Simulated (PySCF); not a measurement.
Br2GeO.

```xyz
4

Ge     0.0000     0.0000     0.7355
O      0.0000     0.0000     2.3700
Br     0.0000     1.8604    -0.6071
Br     0.0000    -1.8604    -0.6071
```
Charge 0, spin multiplicity 1.

Geometry optimised at B3LYP-D3(BJ)/def2-SVP.

Computed with PySCF with PBE/pcSseg-1. Non-relativistic, no solvent.

Question: Give the absolute GIAO shielding of each atom: isotropic value and principal components (ppm). (Estimate from the structure and the level; the computed values follow.)

Answer: 
```
atom  σ(iso)     σ11     σ22     σ33    span
----  ------  ------  ------  ------  ------
Ge1   1210.6   800.4  1023.8  1807.6  1007.3
O2    -312.3  -560.7  -286.9   -89.4   471.3
Br3   1657.1  1082.0  1174.9  2714.4  1632.5
Br4   1657.1  1082.0  1174.9  2714.4  1632.5
```
